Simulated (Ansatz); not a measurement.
Input file for Ansatz (an electronic-structure program): R-B3LYP/def2-TZVPPD on N2 (SMILES N#N) with ghost functions, monomers drawn apart or pushed together. Files ending in .json are basis or fitting sets from the Basis Set Exchange.

Ansatz 0.2 input:
```yaml
crystal:
  periodic: [false, false, false]
  atoms:
    - {symbol: N, position_ang: [0.45464251, -0.31401697, 2.62798527]}
    - {symbol: N, position_ang: [-0.25389777, 0.15301340, 3.31308603]}
basis:
  gaussian:
    orbitals: def2-TZVPPD.json
    ghost_atoms:
      - {symbol: N, position_ang: [-0.15989024, 0.18569666, -0.16589829]}
      - {symbol: H, position_ang: [-0.38509107, 0.33453743, -1.14295921]}
      - {symbol: H, position_ang: [0.76478673, 0.56906909, -0.00636693]}
      - {symbol: H, position_ang: [-0.09523295, -0.81509797, -0.01874501]}
hamiltonian:
  xc: {name: B3LYP}
scf: {lower_state_search: off}
```

It printed:

```
WARN ansatz: RAYON_NUM_THREADS=2 ignored (pool sized by the plan → 2); use --threads N
Functional definition: B3LYP
these checks for a lower state are left out or cut short: stability, starts, cluster_reference, orbital_swaps, neighbouring_geometries, increment
integrals: 0.04 GiB planned
691 factors; their error is unknown
mean field: 0.49 GiB planned
mean field evaluation 1: about -2980.4009 eV, gradient 2.6e1 eV
mean field evaluation 2: about -2980.9073 eV, gradient 2.0e1 eV
mean field evaluation 4: about -2981.6457 eV, gradient 7.2e-2 eV
mean field evaluation 8: about -2981.6562 eV, gradient 1.4e-3 eV
mean field -2981.65616071 eV, -109.5738428670 hartree, gradient 2.3e-6 eV, S^2 0.000000; 0 other end points of the search recorded, 0 dependent functions left out
reference -2981.65631149 eV, -109.5738484081 hartree; 7, 7 occupied and 155, 155 virtual orbitals, 691 factors
Total energy: -2981.65631149 eV, -109.5738484081 hartree
Checks for a lower state left out: stability, starts, cluster_reference, orbital_swaps, neighbouring_geometries, increment
```

The run converged.

Cost: about 0.7 core-seconds (a rough figure).
